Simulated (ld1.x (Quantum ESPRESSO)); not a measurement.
**Cd (Z = 48): excitation energies, all-electron against TM**

cadmium, norm-conserving Troullier–Martins (Kleinman–Bylander form), made with ld1.x (Quantum ESPRESSO) 7.5 (PBE, scalar-relativistic). Core [Ar] 3d10 4s2, reference 4p6 4d10 5s1.75 5p0.25. Waves: 5s (bound): rc 1.65 bohr; 4p (bound): rc 1.45 bohr; 4d (bound): rc 1.35 bohr. Local part: all-electron potential smoothed inside 1.20 bohr (lloc = -1). Core correction: none.

Occupied shells without a wave of their own: 5p. They enter only through the test configuration that unscreens the potential.

Energies are relative to the spin-unpolarised reference configuration 4p6 4d10 5s1.75 5p0.25; without spin polarisation the order of configurations can differ from experiment.

```tsv
valence configuration	charge	ΔE all-electron (eV)	error AE − PS (meV)
4p6 4d10 5s2 5p0	0	-1.129	-9.8
4p6 4d10 5s0 5p0	+2	25.269	-44
4p5 4d10 5s2 5p0	+1	73.071	-93
4p6 4d8 5s0 5p0	+4	117.340	-41
4p6 4d10 5s0 5p1	+1	13.921	+60
```

Question: What are ΔE and the potential's error for 4p6 4d10 5s1 5p0?

Answer: ΔE = 8.143 eV all-electron; the error (AE − PS) is -24 meV.

Question: What are ΔE and the potential's error for 4p6 4d10 5s0 5p2?

Answer: ΔE = 8.541 eV all-electron; the error (AE − PS) is +102 meV.

Note: ghost state, extra bound levels that the all-electron valence spectrum of the same l lacks: s at -143.7 eV. A true bound ghost makes a file unfit for plane-wave use.
